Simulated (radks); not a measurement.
Species: Au LXVI. Configuration: [Ne] 3s2 3p2 (the NIST ground configuration). Method: non-relativistic Kohn-Sham, Wu-Cohen GGA, spin-polarised, spherical densities, point nucleus; open shells are filled with parallel spins first (spin-orbit coupling, left out, can overturn this in heavy ions); relativity is left out, which matters for an element this heavy; computed with a radial shooting solver on a logarithmic mesh with Libxc functionals.

Local quantities along the radius. ELF = 1/(1 + alpha^2) is the electron localisation function; alpha = (tau - tau_W)/tau_unif compares the Pauli kinetic energy density with that of the uniform gas (summed over spins); r v_xc is r times the local exchange-correlation potential of spin up (hartree bohr); 4 pi r^2 rho is in e/bohr.

| r (bohr) | ELF | alpha | r v_xc | 4 pi r^2 rho |
|---|---|---|---|---|
| 0.0008839 | 1.000 | 0.02003 | -0.09038 | 3.026 |
| 0.001097 | 1.000 | 0.02095 | -0.1038 | 4.507 |
| 0.001362 | 1.000 | 0.02216 | -0.1200 | 6.658 |
| 0.00169 | 0.999 | 0.02377 | -0.1395 | 9.737 |
| 0.002097 | 0.999 | 0.02593 | -0.1626 | 14.06 |
| 0.002603 | 0.999 | 0.02890 | -0.1900 | 20.00 |
| 0.003256 | 0.999 | 0.03325 | -0.2230 | 28.23 |
| 0.004042 | 0.998 | 0.03938 | -0.2594 | 38.42 |
| 0.005016 | 0.998 | 0.04860 | -0.2999 | 50.77 |
| 0.006225 | 0.996 | 0.06311 | -0.3438 | 64.68 |
| 0.007726 | 0.992 | 0.08721 | -0.3892 | 78.81 |
| 0.009589 | 0.983 | 0.1298 | -0.4337 | 91.02 |
| 0.0119 | 0.958 | 0.2099 | -0.4742 | 98.74 |
| 0.01489 | 0.876 | 0.3764 | -0.5089 | 99.98 |
| 0.01848 | 0.677 | 0.6903 | -0.5349 | 95.13 |
| 0.02293 | 0.421 | 1.174 | -0.5569 | 88.49 |
| 0.02846 | 0.309 | 1.496 | -0.5833 | 86.94 |
| 0.03533 | 0.397 | 1.233 | -0.6488 | 95.59 |
| 0.04384 | 0.628 | 0.7695 | -0.7568 | 111.5 |
| 0.05441 | 0.800 | 0.5003 | -0.8400 | 121.4 |
| 0.06808 | 0.840 | 0.4362 | -0.8586 | 110.1 |
| 0.08449 | 0.692 | 0.6676 | -0.8122 | 78.70 |
| 0.1049 | 0.254 | 1.715 | -0.7448 | 47.06 |
| 0.1301 | 0.167 | 2.232 | -0.7276 | 33.31 |
| 0.1615 | 0.564 | 0.8799 | -0.8870 | 32.02 |
| 0.2005 | 0.868 | 0.3895 | -0.8628 | 25.76 |
| 0.2488 | 0.873 | 0.3814 | -0.7371 | 12.81 |
| 0.3113 | 0.644 | 0.7433 | -0.4754 | 3.261 |
| 0.3863 | 0.140 | 2.481 | -0.4216 | 0.4183 |
| 0.4794 | 0.004 | 15.14 | -0.1869 | 0.02242 |
| 0.595 | 0.000 | 189.6 | -0.05396 | 0.0004162 |

On this mesh the ELF has minima near r = 0.028, 0.12 bohr, which separate the shells, and maxima near 0.068 (0.84), 0.22 (0.89).
